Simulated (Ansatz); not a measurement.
```yaml
crystal:
  periodic: [false, false, false]
  atoms:
    - {symbol: B, position_ang: [-0.912303, -1.608196, 0.658997]}
    - {symbol: N, position_ang: [-0.201555, -0.730510, 0.311135]}
    - {symbol: C, position_ang: [0.769314, -0.313818, 1.407493]}
    - {symbol: C, position_ang: [-0.028918, 0.664159, 2.612354]}
    - {symbol: C, position_ang: [0.070177, 0.020477, -1.027867]}
    - {symbol: C, position_ang: [1.358882, -0.406650, -1.410279]}
    - {symbol: C, position_ang: [-0.056978, 1.552014, -0.780362]}
    - {symbol: C, position_ang: [-1.132095, -0.529240, -1.911525]}
    - {symbol: H, position_ang: [-0.998553, -2.193210, 1.796959]}
    - {symbol: H, position_ang: [-1.751545, -2.199249, -0.145296]}
    - {symbol: H, position_ang: [1.207309, -0.939882, 2.035797]}
    - {symbol: H, position_ang: [1.544836, 0.430263, 1.063688]}
    - {symbol: H, position_ang: [0.776146, 0.905227, 3.415371]}
    - {symbol: H, position_ang: [-0.816237, 0.002533, 3.138591]}
    - {symbol: H, position_ang: [-0.362112, 1.705999, 2.057863]}
    - {symbol: H, position_ang: [2.200160, 0.000323, -0.906491]}
    - {symbol: H, position_ang: [1.454217, 0.131562, -2.432058]}
    - {symbol: H, position_ang: [1.438355, -1.325889, -1.681378]}
    - {symbol: H, position_ang: [-1.035303, 1.815758, -0.407084]}
    - {symbol: H, position_ang: [0.115711, 1.968845, -1.547208]}
    - {symbol: H, position_ang: [0.645462, 2.071798, -0.024461]}
    - {symbol: H, position_ang: [-0.829110, 0.269463, -2.865525]}
    - {symbol: H, position_ang: [-1.024943, -1.328405, -2.223726]}
    - {symbol: H, position_ang: [-2.086148, -0.096888, -1.584416]}
basis:
  gaussian: {orbitals: def2-SVP}
magnetization: {spin_polarized: false, initial_magnetization: 2}
hamiltonian: {xc: {name: PBE0}, dispersion: d4}
output: {forces: true}
```

```sh
$ ansatz run in.yaml --threads 4 --pin off --events-out ev --progress --plain --max-ram 66560MiB --backend cpu
```

It prints (some lines left out):

```
Functional definition: PBE0
1987 factors; integrals over basis functions are off by at most 1.3e-3 eV
mean field evaluation 1: about -8603.9310 eV, gradient 7.6e1 eV
mean field evaluation 2: about -8604.5835 eV, gradient 7.6e1 eV
mean field evaluation 4: about -8615.4648 eV, gradient 4.0e1 eV
mean field evaluation 8: about -8619.3383 eV, gradient 1.1e0 eV
mean field evaluation 16: about -8619.3622 eV, gradient 4.0e-2 eV
mean field -8619.36218986 eV, -316.7557180637 hartree, gradient 9.9e-6 eV, S^2 2.000000; 4 other end points of the search recorded, 0 dependent functions left out
reference -8619.36222385 eV, -316.7557193129 hartree; 33, 31 occupied and 159, 161 virtual orbitals, 1987 factors
Total energy: -8619.88239969 eV, -316.7748354226 hartree
Atom 0 at    -0.912303    -1.608196     0.658997 Å, force   -12.382403   -14.534408     5.405078 eV/Å
Atom 1 at    -0.201555    -0.730510     0.311135 Å, force    14.517966    15.966203    -3.399977 eV/Å
Atom 2 at     0.769314    -0.313818     1.407493 Å, force    -3.625630     6.197509    -2.197434 eV/Å
Atom 3 at    -0.028918     0.664159     2.612354 Å, force     0.783772     0.157039    -1.335683 eV/Å
Atom 4 at     0.070177     0.020477    -1.027867 Å, force    -5.234356    -0.478137     4.528364 eV/Å
Atom 5 at     1.358882    -0.406650    -1.410279 Å, force     1.420717     6.593785    -3.308451 eV/Å
Atom 6 at    -0.056978     1.552014    -0.780362 Å, force    -1.240296    -5.822650    11.516626 eV/Å
Atom 7 at    -1.132095    -0.529240    -1.911525 Å, force     1.284057    20.110804     2.661209 eV/Å
Atom 8 at    -0.998553    -2.193210     1.796959 Å, force    -0.754272     0.384498    -0.744323 eV/Å
Atom 9 at    -1.751545    -2.199249    -0.145296 Å, force     0.832315    -0.642977     0.651537 eV/Å
Atom 10 at     1.207309    -0.939882     2.035797 Å, force     2.107537    -4.408235     2.467577 eV/Å
Atom 11 at     1.544836     0.430263     1.063688 Å, force    -0.549174    -1.052818    -0.289462 eV/Å
Atom 12 at     0.776146     0.905227     3.415371 Å, force    -1.046896    -0.246503    -1.339495 eV/Å
Atom 13 at    -0.816237     0.002533     3.138591 Å, force     0.652642     1.385247    -1.087874 eV/Å
Atom 14 at    -0.362112     1.705999     2.057863 Å, force     0.318613    -2.761496     1.740523 eV/Å
Atom 15 at     2.200160     0.000323    -0.906491 Å, force     0.829442     0.177176     1.139313 eV/Å
Atom 16 at     1.454217     0.131562    -2.432058 Å, force     0.259331    -0.582593     0.816847 eV/Å
Atom 17 at     1.438355    -1.325889    -1.681378 Å, force     0.620631    -6.885621    -1.231629 eV/Å
Atom 18 at    -1.035303     1.815758    -0.407084 Å, force    -0.746565    -0.044474    -0.016610 eV/Å
Atom 19 at     0.115711     1.968845    -1.547208 Å, force     2.271222     6.368664   -11.700453 eV/Å
Atom 20 at     0.645462     2.071798    -0.024461 Å, force    -0.577345    -1.417613    -0.872301 eV/Å
Atom 21 at    -0.829110     0.269463    -2.865525 Å, force    -1.331824    -2.426015     1.748832 eV/Å
Atom 22 at    -1.024943    -1.328405    -2.223726 Å, force     1.576307   -15.250564    -5.383076 eV/Å
Atom 23 at    -2.086148    -0.096888    -1.584416 Å, force     0.014209    -0.786822     0.230863 eV/Å
Dipole moment:     0.437067     0.513991    -0.288789 e Å
```

It took 13 s on 4 threads of an AMD EPYC 7R13 on a shared host, with 1.1 GiB of host memory at the peak.
